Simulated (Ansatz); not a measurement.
Abridged output of a molecular run in Ansatz:

```
Functional definition: HF
1259 factors; integrals over basis functions are off by at most 1.5e-3 eV
mean field evaluation 1: about -12227.5197 eV, gradient 3.3e1 eV
mean field evaluation 2: about -12227.5996 eV, gradient 3.3e1 eV
mean field evaluation 4: about -12230.6689 eV, gradient 4.6e0 eV
mean field evaluation 8: about -12230.7269 eV, gradient 1.2e-4 eV
mean field -12230.72685739 eV, -449.4709217248 hartree, gradient 3.5e-6 eV, S^2 0.000000; 0 other end points of the search recorded, 0 dependent functions left out
9 core orbitals not correlated: weight in the atoms' cores, before any rotation towards them, 1.000 or more for the frozen orbitals, at most 0.000 for the correlated occupied ones
reference -12230.72685739 eV, -449.4709217248 hartree; 15, 15 occupied and 100, 100 virtual orbitals, 1259 factors
second order -17.61342513 eV of doubles, -0.00000000 eV of singles
cycle   1  -18.86238589 eV  change    -1.2e0 eV  update   9.8e-2
cycle   2  -19.43275155 eV  change   -5.7e-1 eV  update   2.9e-2
cycle   3  -19.52656053 eV  change   -9.4e-2 eV  update   1.4e-2
cycle   4  -19.52158082 eV  change    5.0e-3 eV  update   4.6e-3
cycle   5  -19.52183657 eV  change   -2.6e-4 eV  update   1.9e-3
cycle   6  -19.52134045 eV  change    5.0e-4 eV  update   5.6e-4
cycle   7  -19.52123748 eV  change    1.0e-4 eV  update   1.6e-4
cycle   8  -19.52124929 eV  change   -1.2e-5 eV  update   5.0e-5
cycle   9  -19.52123864 eV  change    1.1e-5 eV  update   1.3e-5
perturbative correction -0.56240830 eV, -0.0206681238 hartree
Total energy: -12250.81050434 eV, -450.2089821367 hartree
```

Its atoms:

```xyz
15

B     1.9878    0.5210   -0.4261
N     0.6409    0.5617   -0.0661
C    -0.2436    1.6198   -0.5385
Si   -0.0876   -0.6549    0.9704
C    -1.3543   -1.6646    0.0456
H     2.4332    1.3772   -1.1399
H     2.6772   -0.3689   -0.0171
H    -1.0467    1.2195   -1.1655
H     0.3236    2.3389   -1.1300
H    -0.7075    2.1487    0.3003
H     0.9972   -1.5144    1.4981
H    -0.7629    0.0559    2.0937
H    -1.8012   -2.4081    0.7110
H    -0.8941   -2.1919   -0.7933
H    -2.1619   -1.0397   -0.3426
```

**Question.** Which basis set was used?
A. def2-SVP
B. def2-TZVPPD
C. def2-SVPD
D. cc-pV(T+d)Z

**Answer.** A. It gives 124 functions.

**Question.** Write the keys of the input that set method, charge and spin (a neutral closed shell needs none for the last two).

**Answer.** 
```yaml
correlation: {method: ccsd_t}
```
